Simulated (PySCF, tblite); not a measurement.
Species: C₄H₁₃NOSi₂.
Numbering: `[H]/[N:8]=[CH:7]\[SiH2:6][O:5][Si:2]([CH3:1])([CH3:3])[CH3:4]` (hydrogens: H9, H10, H11 on C1; H12, H13, H14 on C3; H15, H16, H17 on C4; H18, H19 on Si6; H20 on C7; H21 on N8)

Geometry (PBE0-D3(BJ)/def2-SVP, Å), atoms numbered from 1 in this order:
```xyz
21
C4H13NOSi2 angstrom
C     -1.218   -1.096    1.747
Si    -0.921    0.148    0.378
C     -0.505    1.832    1.080
C     -2.387    0.245   -0.778
O      0.402   -0.351   -0.528
Si     1.710   -1.341   -0.683
C      3.192   -0.170   -0.842
N      3.081    1.098   -0.835
H     -1.433   -2.096    1.339
H     -0.342   -1.179    2.409
H     -2.079   -0.794    2.365
H     -1.343    2.238    1.668
H     -0.282    2.549    0.274
H      0.376    1.779    1.739
H     -2.618   -0.741   -1.210
H     -2.186    0.940   -1.608
H     -3.283    0.602   -0.246
H      1.872   -2.230    0.510
H      1.581   -2.196   -1.901
H      4.216   -0.580   -0.947
H      2.087    1.352   -0.738
```

Jobs on this species (21 atoms, 80 electrons) with PySCF (density fitting) and tblite. Hardware of each: an Intel Xeon at 2.70 GHz with one thread, shared host. The host was shared with other jobs, so the times are rough.

Task: Rank these jobs by wall time, shortest first.
A. CAM-B3LYP/def2-SVPD; 10 singlets by full TDDFT, 4 Tamm–Dancoff triplets, polarisability, ΔSCF ions, density and orbital grids written; 275 basis functions
B. GFN2-xTB; Hessian by finite differences
C. PBE0-D3(BJ)/def2-SVP, grid level 1; geometry optimisation from a GFN2-xTB start shaken at random; 185 basis functions
D. wB97X-D/pcSseg-1; shieldings; 215 basis functions

Result: B (1.4 s), D (82 s), C (5.8 min), A (12 min).

All jobs:

```tsv
level and settings	work	basis functions	SCF cycles	wall time
GFN2-xTB	L-BFGS relaxation	–	–	1.3 s
GFN2-xTB	Hessian by finite differences	–	–	1.4 s
PBE0/pcSseg-1, IEF-PCM tetrahydrofuran	shieldings	215	14	65 s
PBE0/pcSseg-1, IEF-PCM chloroform	shieldings, charges and field gradients	215	14	73 s
wB97X-D/pcSseg-1	shieldings	215	13	82 s
PBE0/pcSseg-1	shieldings, charges and field gradients, density and orbital grids written	215	14	90 s
delta-SCF UKS SCAN, pcX-2 on the ionised atom, pcseg-1 elsewhere, spin-free X2C	ΔSCF core ionisation, 8 holes	227	134	5.5 min
PBE0-D3(BJ)/def2-SVP, grid level 1	geometry optimisation from a GFN2-xTB start shaken at random	185	92	5.8 min
CAM-B3LYP/def2-SVPD	10 singlets by full TDDFT, 4 Tamm–Dancoff triplets, polarisability, ΔSCF ions, density and orbital grids written	275	13	12 min
```

Task: What do all jobs in the table cost together?

Result: About 29 min; the longest takes about 42 % of that, and about 550 times as long as the shortest.
